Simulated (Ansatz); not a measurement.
Born–Oppenheimer molecular dynamics of BrH + H2 (4 atoms, charge 0, multiplicity 1). It starts from a relaxed structure.

All numbers below come from Ansatz, RKS LDA/def2-SVP.

```json
{"ensemble": "NVE (velocity Verlet)", "time step": "0.5 fs", "steps asked": "600", "starting velocities drawn for": "300 K", "masses": "H 2.014 u", "seed": "248889"}
```

First frame:

```xyz
4
Properties=species:S:1:pos:R:3
Br -0.268 -0.728 -1.547
H 0.263 0.604 -1.509
H -0.052 -0.087 1.169
H 0.057 0.211 1.887
```

How far do the bonds stretch over the last three quarters of this one trajectory? (Pairs bonded in most of those frames.)


```tsv
bond	mean (Å)	spread (Å)	shortest	longest
Br1–H2	1.435	0.011	1.42	1.45
H3–H4	0.785	0.019	0.76	0.82
```

Mean temperature of the second half: 110 K. The conserved energy stayed within 0.06 meV per atom of its start (net change 0.051 meV per atom), so the integration is sound. A run of 0.3 ps of so small a system gives no equilibrium averages.

The run took 2.5 min on 1 thread of Arm Neoverse V2, with other jobs on the host, peak memory 0.082 GiB.
